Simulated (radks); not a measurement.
Problem. Valence configurations of the vanadium ion V2+ (all share [Ar]). All-electron calculation, non-relativistic Kohn-Sham, TPSS, spin-polarised, spherical densities, point nucleus; open shells are filled with parallel spins first; meta-GGA in the generalised Kohn-Sham scheme. Program: a radial shooting solver on a logarithmic mesh with Libxc functionals. Order these by energy: 3d3; 3d1.5 4s1 4p0.5; 3d2.5 4p0.5; 3d1.5 4p1.5; 3d2 4s1; 3d1 4s2; 3d2.5 4s0.5; 3d2 4p1; 3d0.5 4s2 4p0.5; 3d1 4s1 4p1.

Solution. From the lowest, in eV above it: 3d3 0.000; 3d2.5 4s0.5 2.671; 3d2.5 4p0.5 5.168; 3d2 4s1 6.034; 3d2 4p1 11.266; 3d1.5 4s1 4p0.5 12.881; 3d1 4s2 16.652; 3d1.5 4p1.5 18.334; 3d1 4s1 4p1 20.805; 3d0.5 4s2 4p0.5 25.836. NIST lists [Ar] 3d3 as the ground configuration; this level of theory agrees among the configurations tried. The energies are those of spherical high-spin densities, not of single terms.
